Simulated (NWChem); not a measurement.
# C2H2Cl, doublet; SMILES ClC=[CH]

Program: NWChem. Pople sets run with spherical d functions. Spin-unrestricted. Spin-contaminated determinants: UHF/6-31G* (<S²> = 1.03). In the optimisation the excess spin sits in a' (Cs, its own frame). No stability test was run on the SCF state. The level has its own optimisation; frequencies are unscaled. Brackets give each atom's bonded neighbours.

Problem. What does the run give for UHF/6-31G*? Quantities: r C–C (Å); r C–H [C(CH)–H(C)] (Å); r C–Cl (Å); r C–H [C(CClH)–H(C)] (Å); highest harmonic frequency (cm⁻¹); lowest (cm⁻¹); zero-point energy (kcal/mol); dipole (D).

Solution. The r C–C (Å) comes out as 1.323 and the r C–H [C(CH)–H(C)] (Å) comes out as 1.069. The r C–Cl (Å) comes out as 1.748 and the r C–H [C(CClH)–H(C)] (Å) comes out as 1.071. The highest harmonic frequency (cm⁻¹) is 3465 and the lowest (cm⁻¹) is 401. The zero-point energy (kcal/mol) is 19.2 and the dipole (D) is 1.28.
